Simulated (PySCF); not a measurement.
Rows and methods have been separated. Pair them.

BH3O3.
Atom-mapped SMILES: `[OH:1][B:2]([OH:3])[OH:4]` (hydrogens: H5 on O1; H6 on O3; H7 on O4)

The closed-shell ground state was solved 4 times with PySCF (density fitting, gas phase), always in the pcSseg-2 basis (186 functions), with these functionals: B97-2, KT3, PBE0 and wB97X-D. Isolated species at its PBE0-D3(BJ)/def2-TZVP geometry (one conformer only).

```csv
row,total energy (Eh),HOMO (eV),LUMO (eV),dipole (D)
P,-252.3280,-9.24,-0.18,3.03
Q,-252.5242,-11.19,1.62,3.06
R,-255.9874,-7.65,-1.15,2.84
S,-252.5119,-8.93,-0.15,3.01
```

Problem. Which functional belongs to which row?

Solution. P = PBE0, Q = wB97X-D, R = KT3, S = B97-2. By rising HOMO–LUMO gap: KT3 (GGA) 6.50 eV; B97-2 (global hybrid, 21 % exact exchange) 8.78 eV; PBE0 (global hybrid, 25 % exact exchange) 9.06 eV; wB97X-D (range-separated hybrid) 12.81 eV. Total energies of different functionals aren't bounds to one another; each is stationary for its own functional.

The values belong to the conformer `[OH:1][B:2]([OH:3])[OH:4]`: H–O1–B2–O3 1°, H–O3–B2–O1 0°, H–O4–B2–O1 0°.

Note: wB97X-D ran without an empirical dispersion term, which enters the total energy and its gradient alone.
